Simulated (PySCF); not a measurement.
Computed IR spectrum (relative IR intensity) of a molecule C₃H₄ClF. Coordinates come from a B3LYP-D3(BJ)/def2-SVP optimisation. Other conformers were not sampled. Level of theory: B3LYP-D3(BJ)/def2-SVP (PySCF 2.14.0). Frequencies are harmonic and unscaled.

Lines under 2 % of the strongest are left out, and lines within 2 cm⁻¹ are merged.

```tsv
ν (cm⁻¹)	relative intensity
381	3.9
465	2.9
767	22
824	18
998	63
1062	89
1154	62
1326	55
1401	2.8
1459	9.0
1760	100
3025	25
3085	13
3142	6.0
3204	3.7
```

Question: Identify the compound among the candidates.
A) F[C@@H]1C[C@H]1Cl
B) C/C(F)=C\Cl
C) C/C=C(\F)Cl
D) FC1(Cl)CC1

Answer: C, C/C=C(\F)Cl
